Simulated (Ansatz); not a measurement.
C5H9O (SMILES C[CH]CC(C)=O), doublet (typed; the unrestricted solution is spin-contaminated), at a GFN2-xTB geometry; Ansatz (a quantum-chemistry and plane-wave program) with CCSD/STO-3G.

The Ansatz input:
Ansatz 0.2 input:
```yaml
crystal:
  periodic: [false, false, false]
  atoms:
    - {symbol: C, position_ang: [2.01685383, 0.80289467, -0.48140274]}
    - {symbol: C, position_ang: [1.33415159, -0.30002265, 0.22624077]}
    - {symbol: C, position_ang: [0.18048958, -0.09743068, 1.11550787]}
    - {symbol: C, position_ang: [-0.93942580, -0.33502409, 0.09699403]}
    - {symbol: C, position_ang: [-1.41905845, 0.90917696, -0.60521402]}
    - {symbol: O, position_ang: [-1.35994096, -1.44168771, -0.14671316]}
    - {symbol: H, position_ang: [3.09936272, 0.66919323, -0.42202659]}
    - {symbol: H, position_ang: [1.77128539, 0.81785147, -1.54982399]}
    - {symbol: H, position_ang: [1.76309763, 1.77067124, -0.05271276]}
    - {symbol: H, position_ang: [1.58722937, -1.31094778, -0.04541413]}
    - {symbol: H, position_ang: [0.13513096, 0.90710448, 1.53212895]}
    - {symbol: H, position_ang: [0.12280901, -0.85337034, 1.89873004]}
    - {symbol: H, position_ang: [-2.05478452, 0.63868661, -1.44469551]}
    - {symbol: H, position_ang: [-0.58436427, 1.51025346, -0.95343809]}
    - {symbol: H, position_ang: [-1.99830289, 1.50649421, 0.09820203]}
basis:
  gaussian:
    orbitals: STO-3G
magnetization: {spin_polarized: true, initial_magnetization: 1}
correlation: {method: ccsd}
```

Problem. Predict the main parts of the log of this Ansatz run.

Solution. 
```
Functional definition: HF
553 factors; integrals over basis functions are off by at most 3.2e-5 eV
mean field evaluation 1: about -7233.6435 eV, gradient 2.5e1 eV
mean field evaluation 2: about -7233.9715 eV, gradient 2.5e1 eV
mean field evaluation 4: about -7239.2027 eV, gradient 3.3e0 eV
mean field evaluation 8: about -7239.4286 eV, gradient 3.4e-1 eV
mean field evaluation 16: about -7239.5276 eV, gradient 7.7e-4 eV
mean field evaluation 32: about -7239.4034 eV, gradient 4.1e-3 eV
mean field evaluation 64: about -7237.0121 eV, gradient 5.1e-1 eV
mean field -7239.52762534 eV, -266.0477331031 hartree, gradient 2.3e-6 eV, S^2 0.986248; 4 other end points of the search recorded, 0 dependent functions left out
determinant -7239.52762534 eV, -266.0477331031 hartree, with singles and doubles -7249.79805736 eV, -266.4251645184 hartree
determinant -7239.42153988 eV, -266.0438345344 hartree, with singles and doubles -7249.79421391 eV, -266.4250232741 hartree
determinant -7236.98997954 eV, -265.9544763402 hartree, with singles and doubles -7245.85248676 eV, -266.2801674731 hartree
determinant -7239.52762534 eV, -266.0477331031 hartree, with singles and doubles -7249.79942544 eV, -266.4252147945 hartree
determinant -7239.42153988 eV, -266.0438345344 hartree, with singles and doubles -7249.79428290 eV, -266.4250258094 hartree
6 core orbitals not correlated
reference -7239.42153988 eV, -266.0438345344 hartree; 18, 17 occupied and 15, 16 virtual orbitals, 553 factors
second order -7.67055721 eV of doubles, -0.00000000 eV of singles
cycle   1  -10.37274959 eV  change   -6.6e-6 eV  update   3.3e-6
Total energy: -7249.79428947 eV, -266.4250260508 hartree
```
